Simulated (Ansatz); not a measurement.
Geometry optimisation, Ansatz, RKS B3LYP/def2-SVP.

Input file:

```yaml
crystal:
  periodic: [false, false, false]
  atoms:
    - { symbol: Ge, position_ang: [-0.461852, 0.0, -0.484592] }
    - { symbol: Cl, position_ang: [0.154773, 0.0, 2.902614] }
    - { symbol: Cl, position_ang: [1.626902, 0.0, -0.041823] }
    - { symbol: Cl, position_ang: [-0.889953, 1.78117, -1.596668] }
    - { symbol: Cl, position_ang: [-0.889953, -1.78117, -1.596668] }
    - { symbol: F, position_ang: [-1.648846, 0.0, 0.742169] }
    - { symbol: H, position_ang: [-1.17287, 0.0, 2.808868] }
basis:
  gaussian: { orbitals: def2-SVP }
hamiltonian:
  xc: b3lyp
relax:
  f_tol: 0.03
  max_steps: 50
```

Command:

```bash
$ ansatz run input.yaml --threads 4 --pin off --max-ram 5120MiB --backend cpu --events-out ev --progress --plain --runs-dir out
```

Q: Where does it end, and by what steps?

A: The run converged. The force dipped under the threshold on the way, but the program's further checks kept it going. After 14 steps the energy has fallen by 0.332 eV; Cl2 moved furthest, 1.12 Å.

```
step  energy less start (eV)  largest force component (eV/Å)  accepted
   0                  0.0000                           1.233       yes
   1                 -0.1530                           0.901       yes
   2                 -0.2255                           1.065       yes
   3                 -0.2560                           1.245       yes
   4                 -0.2993                           0.639       yes
   5                 -0.3192                           0.346       yes
   6                 -0.3261                           0.198       yes
   7                 -0.3297                           0.047       yes
   8                 -0.3303                           0.021       yes
   9                 -0.3310                           0.048       yes
  10                 -0.3312                           0.076       yes
  11                 -0.3314                           0.059       yes
  12                 -0.3317                           0.006       yes
  13                 -0.3317                           0.007       yes
  14                 -0.3318                           0.025       yes
```

```xyz
7
Properties=species:S:1:pos:R:3
Ge -0.444 0.000 -0.761
Cl -0.312 0.000 3.926
Cl 1.646 0.000 -0.343
Cl -1.046 1.766 -1.792
Cl -1.046 -1.766 -1.792
F -1.275 0.000 0.769
H -0.804 0.000 2.728
```

Whether the end is a true minimum wasn't checked by a vibrational analysis.

The run took 40 s on 4 threads of Arm Neoverse V1 (shared host), peak memory 0.37 GiB.
